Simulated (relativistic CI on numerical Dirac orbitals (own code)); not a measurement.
A reference radial Dirac CI calculation of Mg⁷⁺ gave the lowest total energy -172.09226 Ha in 44 SCF steps, from this input:

```
atom Mg  Z=12  charge=7  electrons=5
nucleus A=24  rms_radius_fm=3.0570
hamiltonian dirac-coulomb  breit=on  qed=on  c_scale=1
orbitals kli  potential=per-configuration
slater_scale 1
correlation none
mixing on
grid step=0.0125 r_max=12.9
scf mixing=0.4 start=green max_iterations=150 tolerance=2e-08 node_fill=0.05
configurations
  [He] 2s2 2p
  [He] 2s 2p2
  [He] 2p3
  [He] 2s2 3s
  [He] 2p2 3s
end
```

One setting was then changed, and the output read:

```
SCF 1: [He] 2s2 2p
 iter      energy (Ha)   residual   last orbital (Ha)
    1      -171.060852   1.09e+00    -12.73386
error: SCF of 1s2 2s2 2p did not converge
end: not converged
```

**Question.** Which setting was changed?
A. configuration list
B. Breit term
C. iteration limit
D. end of the grid

**Answer.** C. The iteration limit 1. This setting is bad on purpose; its numbers may not be properties of the ion.
